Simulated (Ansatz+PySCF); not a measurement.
A calculation with Ansatz (development build ahead of 0.2.0).

```yaml
crystal:
  periodic: [false, false, false]
  atoms:
    - { symbol: Co, position_ang: [0.0, 0.0, 0.0] }
    - { symbol: O, position_ang: [0.0, 0.0, 2.08] }
    - { symbol: H, position_ang: [0.775, 0.0, 2.655] }
    - { symbol: H, position_ang: [-0.775, 0.0, 2.655] }
basis:
  gaussian: { orbitals: def2-SVP }
total_charge: 1
magnetization:
  initial_magnetization: 2
hamiltonian:
  xc: { name: wB97X }
scf:
  omitted_lower_state_checks: [starts, atomic_configurations, cluster_reference, orbital_swaps, given_window_search, neighbouring_geometries, increment]
```

The input is written out in the form of the current development build from the run's settings.

Results

```
Converged                       : yes
Total energy                    : -1458.67270 hartree
Spin squared of the determinant : 2.000
Stability test                  : minimum among restricted orbitals
```

Caution: another spin multiplicity may lie lower.
